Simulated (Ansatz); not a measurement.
`N#[C][In]([F])[F]`. The species carries charge 0 and has multiplicity 1. In takes the def2 core potential.

```xyz
5

N     0.146   -2.453    0.812
C     0.081   -1.362    0.451
In   -0.036    0.602   -0.199
F     1.485    1.621   -0.772
F    -1.677    1.592   -0.292
```

Q: List the harmonic frequencies (cm⁻¹, unscaled) at PBE0-D4/def2-TZVP in Ansatz. (Best estimate.)

A: Ansatz gave: 81, 114, 138, 242, 255, 431, 627, 632, 2326.

Q: Is this a minimum?

A: Yes, all 9 modes are real.

Q: Give the ideal-gas thermochemistry at 298.15 K and 1 bar (rigid rotor, harmonic oscillator; point group C2v, symmetry number 2).

A: Zero-point energy 29.0 kJ/mol; H(298) − E = 48.6 kJ/mol; entropy 345.1 J/(mol·K), of which translation 173.5, rotation 108.6, vibration 63.0; G(298) − E = -54.3 kJ/mol. Modes under 100 cm⁻¹ are hindered rotations or soft bends, so the harmonic entropy is rough.
